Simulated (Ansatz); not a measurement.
`BC(B)O[SiH3]`, charge 0, multiplicity 1.

Give a relaxed structure at PBE0-D4/def2-TZVP (Ansatz 0.2.0). (An estimate is asked.)

Ansatz gave: 
```xyz
13

B     1.610    0.205   -0.041
C     0.231   -0.344    0.393
B     0.448   -1.715    1.088
O    -0.832   -0.319   -0.539
Si   -1.534    1.085   -1.029
H     2.459    0.351    0.785
H     1.831    0.451   -1.189
H    -0.009    0.228    1.327
H    -0.204   -2.658    0.758
H     1.252   -1.796    1.966
H    -2.526    0.725   -2.066
H    -0.522    2.032   -1.575
H    -2.204    1.755    0.122
```
This is one stationary point; other conformers may exist.
